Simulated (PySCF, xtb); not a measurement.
C2H5AlCl2O, SMILES CC[O][Al]([Cl])[Cl].

GFN2-xTB run with xtb 6.7.1 at its own geometry gives an orbital gap of 4.28 eV and a dipole moment of 1.94 D.

Coordinates come from a PBE0-D3(BJ)/def2-SVP optimisation. One conformer was computed; it need not be the lowest.

What does PBE/def2-TZVP (PySCF) give? (Estimate from the structure and the level; the computed values follow.)

gap 5.25 eV (levels -6.97 and -1.73 eV), dipole 1.86 D.
